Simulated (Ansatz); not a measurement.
Stepwise reaction of `[CH3][In]([CH3])[SeH]` with hydrogen chloride, as a gas-phase model of exchange steps in deposition or etching. ΔE in kJ/mol.

Calculated with Ansatz (gas phase, PBE0-D4/def2-TZVP geometries, no zero-point term in ΔE). CBS: MP2 limit from def2 TZ/QZ plus the TZ coupled-cluster correction, frozen cores. This one scheme is used for every species. DFT in def2-TZVPP. B3LYP here is the variant with VWN-RPA as its local correlation; programs differ in this. def2 core potentials past Kr. For In, Se outer-core shells are correlated without core-valence functions, which leaves a few kJ/mol of doubt a bond. Scalar relativity is left out up to krypton. Each species was taken in one conformer, which may not be the lowest.

```tsv
step	reaction	PBE-D4	B3LYP-D4	ωB97M-V	CCSD(T)/CBS
1	`[CH3][In]([CH3])[SeH]` + HCl → `[CH3][In]([Cl])[SeH]` + CH₄	-150.0	-157.7	-152.8	-150.7
2	`[CH3][In]([Cl])[SeH]` + HCl → `[Cl][In]([Cl])[SeH]` + CH₄	-119.5	-127.1	-123.7	-121.3
```

Question: By hand: ΔE of the 2 steps together at CCSD(T)/CBS.

Answer: (-150.7) + (-121.3) = -272.0 kJ/mol, or -136.0 kJ/mol a step.

In ΔE each step is higher than the one before. All are downhill at CCSD(T)/CBS. PBE-D4 differs from CCSD(T)/CBS by 0.7 to 1.8 kJ/mol a step. Only this route is followed, and other bonds may react first. Isolated molecules leave out the surface, adducts and barriers. Largest T1 diagnostic: 0.012.
